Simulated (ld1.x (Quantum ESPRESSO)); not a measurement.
hydrogen: one change to a TM potential, before and after

ld1.x (Quantum ESPRESSO) 7.5 input, shortened:

```
&input
   title='H', zed=1., rel=1, dft='PBESOL', iswitch=3,
   config='1s1'
 /
 &inputp
   pseudotype=2, tm=.true., lloc=-2, rcloc=0.80,
   nlcc=.false.
 /
1
1S  1  0   1.00   0.00  0.85  0.85  0.0
 &test
   configts(1)='1s1'
 /
```

Change: type ultrasoft; waves now 1s (bound): rcut 0.75, rcutus 0.85 bohr; 1s channel at 1.5 Ry: rcut 0.75, rcutus 0.85 bohr; local potential all-electron potential smoothed inside 0.80 bohr (lloc = -1); augmentation PSQ, radius 0.80 bohr.

Cutoffs: the cutoffs (Ry, on a coarse ladder) from which the occupation-weighted sum of valence levels, in a spherical-Bessel basis at the reference potential, stays within 10 and 1 mRy of its value at 400 Ry; they do not see the model core or the augmentation charge, which bear on the density cutoff. Errors are all-electron minus pseudo energies relative to the spin-unpolarised reference configuration.

Problem. Predict the effect on cutoff, ghosts and configuration errors.

Solution. The potential gets softer (30 Ry and 60 Ry → 25 Ry and 45 Ry); neither file shows a bound ghost. Several settings change at once here, so the effects cannot be laid on one of them.

| quantity | base | changed |
| --- | --- | --- |
| cutoff, loose | 30 Ry | 25 Ry |
| cutoff, tight | 60 Ry | 45 Ry |
| bound ghosts | none | none |
| error for 1s0.5, meV [ΔE 4.66 eV] | +1.1 | +0.8 |
| s: phases at 0.94 bohr within 0.05 rad from the reference energy up to (Ry; the scan ends near 5) | to the end of the scan | to the end of the scan |
